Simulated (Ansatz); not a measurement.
Se(CN)2 (C₂SeN₂). Charge 0, multiplicity 1. Geometry PBE0-D4/def2-SVP.

Cartesian coordinates in Å:
```
Se -0.4626 1.1490 0.2313
C -0.8189 -0.0702 -1.0982
N -1.1055 -0.7777 -1.9719
C 0.7931 0.1343 1.1111
N 1.5940 -0.4354 1.7277
```

The 6-31G sets use Cartesian d functions.

(1) Estimate the orbital energies around the gap (eV) in Ansatz with HF/STO-3G, HF/6-31G, PBE-D4/def2-TZVPD, BLYP-D4/def2-TZVP, PBE0-D4/def2-SVP.

## Answers

(1) 
| orbital | HF/STO-3G | HF/6-31G | PBE-D4/def2-TZVPD | BLYP-D4/def2-TZVP | PBE0-D4/def2-SVP |
| --- | --- | --- | --- | --- | --- |
| HOMO−5 | -13.61 | -15.89 | -9.85 | -9.66 | -11.40 |
| HOMO−4 | -13.58 | -15.58 | -9.67 | -9.50 | -11.27 |
| HOMO−3 | -12.55 | -14.36 | -9.50 | -9.29 | -10.92 |
| HOMO−2 | -12.07 | -13.92 | -9.28 | -9.12 | -10.71 |
| HOMO−1 | -11.69 | -13.86 | -9.19 | -9.01 | -10.60 |
| HOMO | -9.10 | -11.14 | -7.45 | -7.27 | -8.53 |
| LUMO | 6.08 | 1.66 | -3.23 | -3.09 | -2.09 |
| LUMO+1 | 7.72 | 2.92 | -2.70 | -2.51 | -1.45 |
| LUMO+2 | 8.67 | 3.97 | -1.76 | -1.51 | -0.28 |
| LUMO+3 | 9.55 | 4.27 | -1.65 | -1.43 | -0.11 |
| LUMO+4 | 9.78 | 5.09 | -0.94 | -0.69 | 0.60 |
| LUMO+5 | 11.01 | 5.75 | 0.10 | 0.62 | 2.11 |
